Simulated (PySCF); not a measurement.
Simulated absorption spectrum

C2H6F3P3.
Bonds: C1–P2, P2–P3, P3–P4, P2–C5, C5–F6, C5–F7, C5–F8. Hydrogens: H9, H10, H11 on C1; H12 on P3; H13, H14 on P4.

The calculation used PySCF 2.14.0, density-fitted response routines, TDDFT CAM-B3LYP/def2-SVPD, vertical, gas phase, core orbitals frozen in the response. The structure is a single GFN2-xTB conformer in the gas phase; no vibrational or solvent corrections.

Computed states:

| state | E (eV) | f |
| --- | --- | --- |
| S1 | 5.27 | 0.058 |
| S2 | 5.53 | 0.061 |
| S3 | 5.68 | 0.115 |
| S4 | 5.94 | 0.014 |
| S5 | 6.44 | 0.0073 |
| S6 | 6.60 | 0.093 |
| S7 | 6.84 | 0.033 |
| S8 | 7.03 | 0.042 |

Each state is given a Gaussian of 0.5 eV full width at half maximum, with ε(max) = 2.175×10⁸ f / Δν̃ (Δν̃ the width in cm⁻¹). The width is an assumption, not a result. The curve ends short of the highest state used, and states not computed would add to its high-energy end.

Problem. What does the envelope look like, and where are its maxima?

Solution. 
```
λ (nm)  ε (L mol⁻¹ cm⁻¹)
 192.7              4445
 194.6              3439
 196.5              2585
 198.4              1994
 200.3              1723
 202.2              1790
 204.1              2187
 206.0              2891
 207.9              3856
 209.8              5012
 211.7              6262
 213.6              7487
 215.5              8565
 217.4              9391
 219.3              9899
 221.2             10068
 223.1              9924
 225.0              9522
 226.9              8934
 228.8              8231
 230.7              7470
 232.6              6691
 234.5              5921
 236.4              5173
 238.3              4457
 240.2              3780
 242.1              3150
 244.0              2576
 245.9              2063
 247.8              1617
 249.7              1240
 251.6               930
 253.5               682
 255.4               490
 257.3               344
 259.2               237
 261.1               160
 263.0               106
 264.9                69
 266.8                44
 268.7                27
 270.6                17
 272.5                10
 274.4                 6
```

Maxima: 221 nm (5.60 eV), ε about 10000, made up of S2 (31%) and S3 (58%) (ε in L mol⁻¹ cm⁻¹; maxima over ε = 5, shares over 10%). At its high-energy end, 6.43 eV, the curve is still rising (ε about 4400, from S6).

Problem. What would ε be at 5.60 eV, the highest of these maxima, with half the width (0.25 eV)?

Solution. About 14700 L mol⁻¹ cm⁻¹ against 10100, a factor of about 1.5; a lone state at its own centre would give exactly 2.

Problem. On this curve, what absorbance would a 10⁻³ mol/L sample give at 266 nm over a 1 cm path?

Solution. 266 nm is 4.661 eV, where ε is about 53 L mol⁻¹ cm⁻¹, so A = ε c l ≈ 0.053 (Beer–Lambert, with the gas-phase spectrum and the assumed width).

Problem. Coming from long wavelengths, where does ε first pass 100 L mol⁻¹ cm⁻¹?

Solution. At about 263 nm (4.71 eV), 0.56 eV below S1.

Hardware: one thread of an Arm Neoverse V1, no GPU, on a shared host. Cost: 91 s (grids of density and orbitals included).
